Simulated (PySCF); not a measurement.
Vertical excitations of a molecule C4H9N from PySCF with TDA-LC-ωPBE/def2-SVPD, as energy in eV (oscillator strength): 6.90 (0.013), 7.67 (0.006), 7.69 (0.136), 7.86 (0.459), 8.43 (0.017), 8.57 (0.050), 8.79 (0.009), 8.84 (0.014), 8.95 (0.005), 9.07 (0.047). Lowest triplet (TDA): 4.18 eV. The structure is a stationary point at B3LYP-D3(BJ)/def2-SVP. One conformer was computed; it need not be the lowest.

Question: Identify the compound among the candidates.
A) C=C(C)CN
B) C/C=N/CC
C) CC1(N)CC1
D) CNC1CC1

Answer: A, C=C(C)CN
